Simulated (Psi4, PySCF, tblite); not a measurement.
Interaction energy of HCl ··· Br- (SMILES Cl and [Br-]) (charge -1). Monomers: optimised at B3LYP-D3(BJ) (def2-TZVP), held rigid. Orientation: lowest of the rigid-body minima from ten starts at GFN2-xTB. R is the distance of the centres of mass, along which the second monomer moves.

Methods: RKS-LDA (SVWN5)/6-31G* = PySCF with restricted LDA (SVWN5)/6-31G*, spherical d, no counterpoise correction; GFN2-xTB (tblite); RKS-BP86/6-31G* = restricted BP86/6-31G*, spherical d, no counterpoise correction (PySCF); wB97X-V/def2-TZVPD, counterpoise-corrected (Psi4).

Interaction energies in kcal/mol; the last columns give the difference from wB97X-V:

```tsv
R / Å	RKS-LDA (SVWN5)/6-31G*	GFN2-xTB	RKS-BP86/6-31G*	wB97X-V/def2-TZVPD	RKS-LDA (SVWN5)/6-31G* − wB97X-V/def2-TZVPD	GFN2-xTB − wB97X-V/def2-TZVPD	RKS-BP86/6-31G* − wB97X-V/def2-TZVPD
3.09	-25.54	-17.11	-17.91	-13.04	-12.49	-4.07	-4.87
3.29	-27.50	-18.55	-21.16	-16.52	-10.97	-2.03	-4.64
3.53	-25.98	-17.25	-20.96	-16.81	-9.17	-0.44	-4.15
3.70	-23.90	-15.49	-19.65	-15.89	-8.01	0.39	-3.76
3.97	-20.21	-12.67	-16.97	-13.81	-6.40	1.15	-3.16
4.26	-16.50	-10.24	-14.10	-11.53	-4.97	1.30	-2.56
4.80	-11.09	-7.28	-9.76	-8.14	-2.95	0.86	-1.62
5.45	-6.98	-5.17	-6.37	-5.54	-1.44	0.37	-0.83
6.50	-3.91	-3.24	-3.73	-3.35	-0.57	0.11	-0.38
7.79	-2.48	-2.03	-2.38	-2.08	-0.39	0.06	-0.30
```

RKS-LDA (SVWN5)/6-31G* is furthest from wB97X-V/def2-TZVPD at 3.09 (-12.49 kcal/mol, below); its mean absolute difference over the points is 5.74 kcal/mol.

GFN2-xTB is furthest from wB97X-V/def2-TZVPD at 3.09 (-4.07 kcal/mol, below); its mean absolute difference over the points is 1.08 kcal/mol.

RKS-BP86/6-31G* is furthest from wB97X-V/def2-TZVPD at 3.09 (-4.87 kcal/mol, below); its mean absolute difference over the points is 2.63 kcal/mol.
